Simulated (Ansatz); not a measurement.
Cost and result up the ladder for Ge3O3 (6 atoms). Total charge 0; singlet. Geometry: r2SCAN-D4/def2-SVP.

```
atom   x (Å)   y (Å)   z (Å)
 Ge1  -0.097  -0.354   0.938
 Ge2   1.707   1.103  -0.811
 Ge3  -2.365  -0.959  -0.367
  O4  -0.715  -1.718  -0.112
  O5   3.214   1.528  -0.345
  O6  -1.745   0.401   0.696
```

Ansatz on 4 threads of Arm Neoverse V1 on a shared host. Times are rough, and most runs start from the orbitals of an earlier one. PBE0-D4/def2-TZVP serves as the yardstick here, not as an exact answer. Differences are given only for rows in sets of like size (and for xTB, whose basis is part of the method), since another set adds its own error. Binding counts from free atoms at the same level (Ge triplet, O triplet; other spins of the atoms weren't run), without zero-point energy or a counterpoise term.

Correlated methods freeze 30 core orbitals; core or outer-core shells of Ge are correlated, in sets that lack core-valence functions. The rows differ in basis, and correlated rows in double-zeta sets carry the largest basis error. Another isomer (singlet) lies 2.43 eV lower at PBE0-D4/def2-TZVP; other spin states weren't run for this one.

Correlated methods converge slowly with the basis, most of all in double-zeta sets.

| level | functions | wall time | binding energy per atom (eV) | difference from PBE0-D4/def2-TZVP (eV) | remarks |
| --- | --- | --- | --- | --- | --- |
| revPBE-D4/def2-TZVP | 237 | 2.9 s | 3.89 | 0.13 | – |
| PBE-D4/def2-TZVP (with forces) | 237 | 3.7 s | 4.07 | 0.32 | – |
| r2SCAN-D4/def2-TZVP | 237 | 7 s | 3.88 | 0.12 | – |
| PBE0-D4/def2-TZVP | 237 | 8 s | 3.75 | 0.00 | – |
| B2PLYP/def2-TZVP | 237 | 10 s | 3.82 | 0.07 | – |
| CCSD(T)/def2-SVP | 138 | 32 s | 3.41 | – | large T1 (0.022) |
